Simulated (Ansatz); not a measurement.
In4Se6, relaxed as a singlet with RKS PBE-D4/def2-SVP in Ansatz, starting from the GFN2-xTB geometry. Force threshold 0.03 eV/Å.

In the def2 sets In takes a core potential; there is no spin–orbit coupling. Another isomer (singlet) lies 0.29 eV lower at PBE0-D4/def2-SVP; other spin states weren't run for this one.

Start:

Cartesian coordinates in Å:
```
In -3.017 -0.039 -0.862
In 0.493 0.228 2.123
In 1.312 -2.473 -0.880
In 2.789 1.548 -1.665
Se -0.213 2.521 -1.141
Se -1.464 -2.378 0.472
Se 2.654 -0.209 0.718
Se -1.101 -1.825 2.695
Se -1.210 2.104 0.914
Se -0.243 0.523 -2.374
```

(1) Estimate the energy that the relaxation releases and the steps that it takes.

(2) Does the start keep its bonding?

(3) Predict the relaxed structure.

## Answers

(1) 0.49 eV, in 9 steps; 78 s on 4 threads of Arm Neoverse V2 on a shared host. No frequencies were taken in this run, so the end may be a saddle point.

(2) Bonds formed: In2–Se6, In3–Se10 (atoms count from 1).

(3) 
```xyz
10

In   -2.882   -0.147   -0.715
In    0.318    0.030    1.743
In    1.208   -2.086   -1.147
In    2.662    1.471   -1.525
Se   -0.160    2.514   -1.177
Se   -1.238   -2.331    0.588
Se    2.616   -0.322    0.764
Se   -1.253   -1.631    2.906
Se   -1.165    2.048    0.956
Se   -0.106    0.455   -2.394
```
Bond lengths (bridged metal pairs left out): 11 × In–Se 2.52 to 3.12 Å; 3 × Se–Se 2.39 to 2.42 Å.
